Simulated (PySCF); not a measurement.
An unknown is described by computed data only.

Elements present: C, H, S and Si. Monoisotopic mass: 120.0429 u.

| Property | Result |
| --- | --- |
| 13C NMR | chemical shifts (computed TMS as zero) by class: 32.9 (1 C), 31.0 (1 C), 17.1 (1 C), 16.9 (1 C) ppm [GIAO PBE0/pcSseg-1] |
| Triplet | lowest triplet excitation (Tamm–Dancoff): 5.67 eV [TDA CAM-B3LYP/def2-SVPD] |
| 1H NMR | chemical shifts (computed TMS as zero) by class: 4.88 (2 H), 1.41 (2 H), 1.21 (2 H), 1.07 (3 H), 1.04 (2 H), -0.19 (1 H) ppm [GIAO PBE0/pcSseg-1] |
| Polarisability | 98.1 au [CAM-B3LYP/def2-SVPD] |
| Rotational structure | rotational constants A, B, C: 9.035, 0.666, 0.634 GHz [GFN2-xTB] |
| Dipole | 1.65 D [CAM-B3LYP/def2-SVPD] |

The electronic properties come from PySCF, for the isolated species, density fitting. Levels stand in brackets. One conformer (not necessarily the lowest) at the GFN2-xTB geometry, without solvent, vibrations or thermal averaging. NMR values are class means; diastereotopic atoms form classes of their own.

Problem. Which formula fits the mass and the elements?

Solution. C4H12SSi (calculated 120.0429). No other formula that holds each of these elements comes within 0.0003 u with a fitting electron parity and a possible valence count.

Problem. What is the compound? Reason from the data.

Solution. Numbering: `[CH3:1][CH2:2][CH2:3][CH2:4][SiH2:5][SH:6]`. Its formula, C4H12SSi, gives 0 degrees of unsaturation, so no ring and no π bond. 4 carbons fall into 4 classes; from least to most shielded: chain CH2 carbon [C2] (32.9 ppm), chain CH2 carbon [C3] (31.0 ppm), methyl carbon [C1] (17.1 ppm), sp3 carbon bound to silicon [C4] (16.9 ppm). Hydrogen classes from least to most shielded: 2 H on an SiH2 silicon, Si5 (4.88 ppm), 2 H on a chain CH2 carbon, C2 (1.41 ppm), 2 H on a chain CH2 carbon, C3 (1.21 ppm), 3 H on a methyl carbon, C1 (1.07 ppm), 2 H on an sp3 carbon bound to silicon, C4 (1.04 ppm), 1 H on a sulfur bonded to Si and H, S6 (-0.19 ppm). The optimised geometry has point group Cs and is an asymmetric top. Structure: `CCCC[SiH2]S`. Computed isomers that give other values at the same levels: `CS[Si](C)(C)C` (rotational constant A: 2.623 GHz; this holds for the one conformer computed); `C[C@@H](C[SiH3])CS` (13C chemical shifts (computed TMS as zero) by class: 42.5 (1 C), 38.6 (1 C), 25.5 (1 C), 18.5 (1 C) ppm); `CCSC[SiH2]C` (13C chemical shifts (computed TMS as zero) by class: 38.7 (1 C), 18.9 (1 C), 16.5 (1 C), -7.7 (1 C) ppm). The assignments are read from this structure; whether some other isomer fits the data as well wasn't checked.

Shape of the structure used: `[CH3:1][CH2:2][CH2:3][CH2:4][SiH2:5][SH:6]`: C1–C2–C3–C4 180°, C2–C3–C4–Si5 180°, C3–C4–Si5–S6 180°, H–S6–Si5–C4 180°.
